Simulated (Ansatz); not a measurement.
Rb2F (the lowest doublet isomer of a short search) was relaxed with r2SCAN-D4 (def2-TZVP) in Ansatz in these states: charge +1 singlet, neutral doublet, neutral quartet. The geometries follow in no particular order.

In the def2 sets Rb takes a core potential; there is no spin–orbit coupling.

A:

Cartesian coordinates in Å:
```
Rb 2.0472 -1.8373 -1.4342
Rb -3.0004 0.4561 -0.6433
F 0.9532 1.3812 2.0775
```

B:

```xyz
3

Rb   -1.369   -1.921    0.783
Rb    1.372    1.918   -0.784
F    -0.003    0.003    0.002
```

C:

```xyz
3

Rb   -0.6014    0.8777    1.9404
Rb    0.9171   -1.4128   -1.4354
F    -0.3157    0.5351   -0.5051
```

Question: Judge from the bond lengths which geometry belongs to which state (an estimate).

Answer: A is the neutral quartet (Rb2–F3 4.888 Å, Rb1–F3 4.888 Å, Rb1–Rb2 5.600 Å); B is the charge +1 singlet (Rb2–F3 2.485 Å, Rb1–F3 2.485 Å, Rb1–Rb2 4.970 Å); C is the neutral doublet (Rb2–F3 2.486 Å, Rb1–F3 2.486 Å, Rb1–Rb2 4.353 Å).

At PBE0-D4/def2-TZVP a doublet lies 5.54 eV below the neutral quartet. These are the stationary points nearest to one start from a short search; other shapes may lie lower in each state. The neutral quartet has come apart into loosely held pieces.
